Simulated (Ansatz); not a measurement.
`OC(F)([SiH3])CF` → `[CH2]` (triplet) + `OC(F)(F)[SiH3]`  (formal loss of a carbene)

Gas-phase electronic energies from Ansatz, PBE0-D4/def2-TZVP geometries. CCSD(T)/CBS is the MP2 limit (def2-TZVPP, def2-QZVPP) plus CCSD(T) − MP2 in def2-TZVPP, frozen cores. This one scheme is used for every species. DFT in def2-TZVPP. B3LYP here is the variant with VWN-RPA as its local correlation; programs differ in this. Triplets are unrestricted, without spin–orbit coupling. One conformer a species, not always the lowest.

```
             level  ΔE (kJ/mol)
            PBE-D4        395.8
           PBE0-D4        386.2
           ωB97X-V        401.9
             B3LYP        373.1
CCSD(T)/def2-TZVPP        380.4
      HF/CBS(def2)        240.0
     MP2/CBS(def2)        402.9
    CCSD/CBS(def2)        381.6
```

**Question.** What does CCSD(T)/CBS give? (Best estimate.)

**Answer.** Ansatz gave: +393.0 kJ/mol. The listed levels differ from it by 2.8, -6.8, 8.9, -19.9, -12.6, -153.0, 9.9, -11.4 kJ/mol.

Largest T1 diagnostic among the species: 0.013.

In def2-TZVPP, CCSD(T) changes the Hartree–Fock value by +140.6 kJ/mol (the triples alone add +11.4 kJ/mol) and MP2 by +150.5 kJ/mol. From PBE to PBE0 (25 % exact exchange), in def2-TZVPP and without D4, ΔE moves by −8.6 kJ/mol. The D4 term adds +11.4 kJ/mol with B3LYP and +6.2 kJ/mol with PBE0; it sums over pairs of atoms, weighted by their polarisabilities, and B3LYP, whose exchange is more repulsive, gets the larger term.
